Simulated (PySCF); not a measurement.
## SMILES C=Cc1cnc(Br)nc1, C6H5BrN2

Molfile (atoms numbered from 1):
```
C6H5BrN2
     RDKit          3D

 14 14  0  0  0  0  0  0  0  0999 V2000
    2.5317    0.2307    0.4550 C   0  0  0  0  0  0  0  0  0  0  0  0
    1.5950   -0.0175   -0.4529 C   0  0  0  0  0  0  0  0  0  0  0  0
    0.1616   -0.0389   -0.2148 C   0  0  0  0  0  0  0  0  0  0  0  0
   -0.4477    0.2036    1.0226 C   0  0  0  0  0  0  0  0  0  0  0  0
   -1.7558    0.1727    1.1868 N   0  0  0  0  0  0  0  0  0  0  0  0
   -2.4784   -0.1002    0.1211 C   0  0  0  0  0  0  0  0  0  0  0  0
   -4.3420   -0.1426    0.3626 Br  0  0  0  0  0  0  0  0  0  0  0  0
   -2.0380   -0.3464   -1.0940 N   0  0  0  0  0  0  0  0  0  0  0  0
   -0.7298   -0.3156   -1.2591 C   0  0  0  0  0  0  0  0  0  0  0  0
    2.3039    0.4459    1.4850 H   0  0  0  0  0  0  0  0  0  0  0  0
    3.5752    0.2264    0.1918 H   0  0  0  0  0  0  0  0  0  0  0  0
    1.8817   -0.2283   -1.4757 H   0  0  0  0  0  0  0  0  0  0  0  0
    0.1223    0.4297    1.9129 H   0  0  0  0  0  0  0  0  0  0  0  0
   -0.3803   -0.5200   -2.2634 H   0  0  0  0  0  0  0  0  0  0  0  0
  1  2  2  0
  2  3  1  0
  3  4  2  0
  4  5  1  0
  5  6  2  0
  6  7  1  0
  6  8  1  0
  8  9  2  0
  9  3  1  0
  1 10  1  0
  1 11  1  0
  2 12  1  0
  4 13  1  0
  9 14  1  0
M  END
```

Theory: GIAO B3LYP/pcSseg-1 magnetisability, rotational g tensor and spin-rotation constants, non-relativistic, gas phase in PySCF 2.14.0. Geometry: GFN2-xTB.

The calculation is non-relativistic, which matters for the atoms heavier than Zn.

Give the nuclear spin-rotation constants along the inertial axes (H = +C I·J) beside the isotropic shieldings.

Rotational constants 5.3513, 0.4959, 0.4539 GHz. A star marks the isotopologue with that one atom substituted, in its own axes.
| atom | isotope | Caa (kHz) | Cbb (kHz) | Ccc (kHz) | mean (kHz) | σ (ppm) |
| --- | --- | --- | --- | --- | --- | --- |
| N5 | 14N | 1.432 | 0.118 | 0.014 | 0.521 | -80.3 |
| Br7 | 79Br | 2.728 | 1.397 | 1.389 | 1.838 | 1729.9 |
| N8 | 14N | 1.372 | 0.123 | 0.016 | 0.504 | -82.4 |
| H10 | 1H | -0.424 | 0.039 | -0.053 | -0.146 | 25.5 |
| H11 | 1H | 0.489 | -0.051 | -0.053 | 0.128 | 26.2 |
| H12 | 1H | -0.337 | 0.034 | -0.054 | -0.119 | 25.3 |
| H13 | 1H | -0.246 | 0.034 | -0.042 | -0.085 | 22.8 |
| H14 | 1H | -0.383 | 0.043 | -0.045 | -0.129 | 23.5 |
| C1 | 13C* | 2.236 | 0.187 | 0.056 | 0.826 | 59.6 |
| C2 | 13C* | 2.284 | 0.206 | 0.069 | 0.853 | 43.3 |
| C3 | 13C* | 2.704 | 0.184 | 0.046 | 0.978 | 47.8 |
| C4 | 13C* | 2.472 | 0.231 | 0.072 | 0.925 | 22.8 |
| C6 | 13C* | 2.831 | 0.183 | 0.130 | 1.048 | 1.7 |

For the geometry as given, no vibrational averaging.
